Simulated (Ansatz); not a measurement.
Reaction (ligand exchange at the Si–N bond): `CN[SiH](N)F` + H–F → `N[SiH](F)F` + CH₃NH₂

Gas-phase electronic energies from Ansatz, PBE0-D4/def2-TZVP geometries. CCSD(T)/CBS is the MP2 limit (def2-TZVPP, def2-QZVPP) plus CCSD(T) − MP2 in def2-TZVPP, frozen cores. This one scheme is used for every species. Functionals use def2-TZVPP. B3LYP here is the variant with VWN-RPA as its local correlation; programs differ in this. HSE06 is defined as in plane-wave codes. Each species was taken in one conformer, which may not be the lowest.

Problem. Is it downhill or uphill in electronic energy at CCSD(T)/CBS, and by how much? (Estimate.)

Solution. Ansatz gave: Downhill: ΔE = -79.7 kJ/mol.

Problem. What do these levels give: revPBE-D4, BLYP-D4, B3LYP-D4, HSE06, MP2/def2-TZVPP, MP2/CBS(def2)? (Best estimate.)

Solution. The calculation gave: revPBE-D4 -72.4, BLYP-D4 -81.4, B3LYP-D4 -82.5, HSE06 -82.1, MP2/def2-TZVPP -78.6, MP2/CBS(def2) -77.1 kJ/mol.

Problem. What do rigid-rotor, harmonic-oscillator terms from PBE0-D4/def2-TZVP frequencies (298.15 K, 1 bar) make of the CCSD(T)/CBS value? (Best estimate.)

Solution. Computed: ΔZPE = +5.8 kJ/mol, ΔH = -76.4 kJ/mol, ΔS = 26 J/(mol·K), ΔG = -84.2 kJ/mol.

Largest T1 diagnostic among the species: 0.011.

The D4 term adds +9.6 kJ/mol with B3LYP and +5.4 kJ/mol with PBE0; it sums over pairs of atoms, weighted by their polarisabilities, and B3LYP, whose exchange is more repulsive, gets the larger term. In def2-TZVPP, CCSD(T) changes the Hartree–Fock value by +20.2 kJ/mol (the triples alone add +2.7 kJ/mol) and MP2 by +22.8 kJ/mol.
